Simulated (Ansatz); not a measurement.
CH7BFNSi, SMILES `C[SiH](N)BF`. The species carries charge 0 and has multiplicity 1.

```json
{"atom": "C1", "x (Å)": "1.1233", "y (Å)": "1.1623", "z (Å)": "-0.2972"}
{"atom": "Si2", "x (Å)": "-0.3116", "y (Å)": "0.1484", "z (Å)": "0.3719"}
{"atom": "N3", "x (Å)": "-1.7067", "y (Å)": "0.0549", "z (Å)": "-0.6373"}
{"atom": "B4", "x (Å)": "0.2868", "y (Å)": "-1.7696", "z (Å)": "0.7053"}
{"atom": "F5", "x (Å)": "1.2267", "y (Å)": "-2.0182", "z (Å)": "1.6065"}
{"atom": "H6", "x (Å)": "1.9480", "y (Å)": "1.1786", "z (Å)": "0.4214"}
{"atom": "H7", "x (Å)": "1.5002", "y (Å)": "0.7540", "z (Å)": "-1.2384"}
{"atom": "H8", "x (Å)": "0.8158", "y (Å)": "2.1959", "z (Å)": "-0.4779"}
{"atom": "H9", "x (Å)": "-0.7307", "y (Å)": "0.7892", "z (Å)": "1.6544"}
{"atom": "H10", "x (Å)": "-2.2571", "y (Å)": "0.8688", "z (Å)": "-0.8569"}
{"atom": "H11", "x (Å)": "-1.7553", "y (Å)": "-0.6254", "z (Å)": "-1.3777"}
{"atom": "H12", "x (Å)": "-0.1394", "y (Å)": "-2.7388", "z (Å)": "0.1259"}
```

Question: Give the diagnostics of a CCSD(T)/def2-TZVPP run (frozen core, Ansatz 0.2.0). (Estimate.)

Answer: Ansatz gave: T1 = 0.0121, largest single amplitude 0.034, largest double 0.020, (T) share of the correlation energy 3.4 %, 9 CCSD cycles. The RHF solution is stable towards an unrestricted one. T1 lies under the customary mark of 0.02 for closed shells.
